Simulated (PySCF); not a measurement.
PtH₅ (doublet). Level of theory: UPBE0 in PySCF with Pt def2-TZVP with ECP60, H def2-TZVP; scalar-relativistic core potentials, no spin–orbit coupling; density-fitted integrals.

Harmonic bands of its minimum:

| ω (cm⁻¹) | IR (km/mol) |
| --- | --- |
| 351 | 0.1 |
| 527 | 4.2 |
| 594 | 8.5 |
| 710 | 16.8 |
| 772 | 8.2 |
| 807 | 48.6 |
| 938 | 1.0 |
| 1571 | 23.5 |
| 1951 | 45.7 |
| 2186 | 10.9 |
| 2393 | 22.2 |
| 3276 | 52.8 |

The central atom is Pt. Infer the point group and assign the bands.

Cs. The modes span 5a'' + 7a': 351 a'', 527 a', 594 a'', 710 a', 772 a', 807 a'', 938 a', 1571 a'', 1951 a'', 2186 a', 2393 a', 3276 a'. The computed geometry has H–H 0.827 Å, Pt–H 1.548 Å, Pt–H 1.590 Å (×2), Pt–H 1.819 Å (×2); H–H–Pt 76.9° (×2), H–Pt–H 26.3°, H–Pt–H 82.3° (×2), H–Pt–H 85.0° (×2), H–Pt–H 108.8° (×2), H–Pt–H 127.8°, H–Pt–H 166.7° (×2).

This need not be the most stable arrangement of these atoms. Open d and f shells are described by one determinant, and the ground state may have another occupation or spin. No spin–orbit coupling is included, which matters more the heavier the element.
